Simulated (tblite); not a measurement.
Species: C6H15P.
Bonds: C1–C2 (double), C2–P3, P3–C4, P3–C5, P3–C6, P3–C7. Hydrogens: H8, H9 on C1; H10 on C2; H11, H12, H13 on C4; H14, H15, H16 on C5; H17, H18, H19 on C6; H20, H21, H22 on C7.

The geometry is computed with GFN2-xTB (gas phase).

**Question.** How far are the bound atoms from P3?

**Answer.** 5 atoms: C2 1.838 Å, C5 1.849 Å, C7 1.850 Å, C6 1.948 Å, C4 1.968 Å. The nearest atom not counted as bound is H20, at 2.40 Å.

**Question.** List the angles at P3.

**Answer.** 
| angle | degrees | distance of the outer atoms (Å) |
| --- | --- | --- |
| C4–P3–C6 | 176.5 | 3.91 |
| C2–P3–C5 | 120.8 | 3.21 |
| C5–P3–C7 | 119.9 | 3.20 |
| C2–P3–C7 | 119.2 | 3.18 |
| C5–P3–C6 | 92.5 | 2.74 |
| C6–P3–C7 | 91.4 | 2.72 |
| C2–P3–C6 | 90.3 | 2.68 |
| C4–P3–C7 | 89.8 | 2.70 |
| C4–P3–C5 | 89.7 | 2.69 |
| C2–P3–C4 | 86.2 | 2.60 |

**Question.** What is the shape at P3?

**Answer.** Trigonal bipyramidal: τ5 = (β − α)/60° = 0.93 from the two widest angles, 176.5° and 120.8° (0 for a square pyramid, 1 for a trigonal bipyramid). The P–C distances aren't all alike: 1.838 to 1.968 Å.

**Question.** What are the other bond lengths?

**Answer.** C1=C2 1.321 Å; C1–H8 1.078 Å; C1–H9 1.080 Å; C2–H10 1.084 Å; C4–H11, C4–H12, C4–H13 1.090 Å; C5–H14, C5–H15, C5–H16 1.087 Å; C6–H17, C6–H18, C6–H19 1.091 Å; C7–H20, C7–H21, C7–H22 1.088 Å.

**Question.** Give some angles away from the centre.

**Answer.** C1–C2–P3 124.5°.

**Question.** What are the rotational constants (commonest isotopes, rigid rotor)?

**Answer.** A = 2312, B = 1841, C = 1615 MHz: an asymmetric top.

Point group: C1 (no symmetry element, even within 0.4 Å). Charge 0, singlet. Its lowest GFN2-xTB frequency is 11i cm⁻¹, too small to tell a flat minimum from a shallow saddle.

Conformer computed: `[CH2:1]=[CH:2][P:3]([CH3:4])([CH3:5])([CH3:6])[CH3:7]`: C1–C2–P3–C4 -112°.
